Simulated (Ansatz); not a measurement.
Ideal-gas functions of `F[Si](F)(Cl)[SiH2]Cl` at 400 K and 1 bar, from an Ansatz frequency run at PBE0-D4/def2-TZVP.

Molar mass 167.09 g/mol, point group C1 (symmetry number 1), electronic degeneracy 1, moments of inertia 244.458, 544.664, 626.469 u Å². Harmonic wavenumbers (cm⁻¹, unscaled): 30, 70, 120, 176, 238, 266, 300, 440, 486, 552, 617, 684, 805, 891, 932, 956, 2243, 2256.

Use S(trans) = R[1.5 ln M + 2.5 ln T − 1.1517]; rotational temperatures θ = 24.2544 K / I; S(rot) = R[ln(√π/σ · √(T³/θAθBθC)) + 1.5]; for each mode x = 1.438777 ν̃/T, S = R[x/(eˣ − 1) − ln(1 − e⁻ˣ)] and H = RT x/(eˣ − 1); 1 cm⁻¹ = 0.0119627 kJ/mol; R = 8.31446 J/(mol·K).

**Question.** By hand: the entropy, in J/(mol·K).

**Answer.** Translation 178.8. Rotation: θ = 0.0992, 0.0445, 0.0387 K, giving 128.0. Vibration, mode by mode: 26.83, 19.80, 15.36, 12.25, 9.86, 8.99, 8.07, 5.31, 4.65, 3.86, 3.21, 2.65, 1.88, 1.47, 1.31, 1.22, 0.02, 0.02, in all 126.8. Electronic 0.0. Sum 433.6 J/(mol·K).

**Question.** By hand: H − E and G − E in kJ/mol, counted from the electronic energy.

**Answer.** Zero-point energy ½ × 12062 × 0.0119627 = 72.1; thermal vibration 24.2; translation, rotation and pV give 4 RT = 13.3. H − E = 109.6 kJ/mol, and G − E = 109.6 − 400 × 433.6/1000 = -63.8 kJ/mol.

Vibration gives 29 % of the entropy, 62.0 J/(mol·K) of it from the modes under 150 cm⁻¹: soft modes count most, and the harmonic formula is weakest for them. The sum counts one conformer and one mirror image; others add a mixing term.
